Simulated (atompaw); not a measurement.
# u(r) = r·R(r): atom against pseudo-atom (chlorine (Cl))

Columns: radius, all-electron u(r) and pseudo u(r) of the 3s shell (level -20.62 eV) of chlorine in the configuration [Ne] 3s2 3p5; PBEsol, scalar-relativistic, PAW (atompaw) scheme, atompaw 4.2.0.5.

```tsv
r (bohr)	all-electron	pseudo
0.062	0.2183	0.0863
0.123	-0.0099	0.1704
0.185	-0.2557	0.2541
0.246	-0.3991	0.3338
0.308	-0.4365	0.4114
0.369	-0.3899	0.4838
0.431	-0.2861	0.5526
0.492	-0.1523	0.6151
0.554	-0.0028	0.6729
0.615	0.1449	0.7239
0.677	0.2871	0.7694
0.738	0.4141	0.8080
0.800	0.5274	0.8409
0.862	0.6240	0.8675
0.923	0.7025	0.8877
0.985	0.7662	0.9024
1.046	0.8140	0.9115
1.108	0.8488	0.9156
1.169	0.8710	0.9149
1.231	0.8829	0.9098
1.292	0.8855	0.9008
1.354	0.8805	0.8881
1.415	0.8691	0.8723
1.477	0.8523	0.8532
1.538	0.8315	0.8316
1.600	0.8071	0.8071
```

(1) How many radial nodes do the two functions have?

(2) Is the pseudo-wave norm-conserving?

Answers

(1) The all-electron 3s function has n − l − 1 = 2; the pseudo-wave has 0, since the states of the same l below it are removed with the core.

(2) No, it belongs to a PAW set: the norm inside the radius is not constrained, and the difference is carried by the augmentation charge.
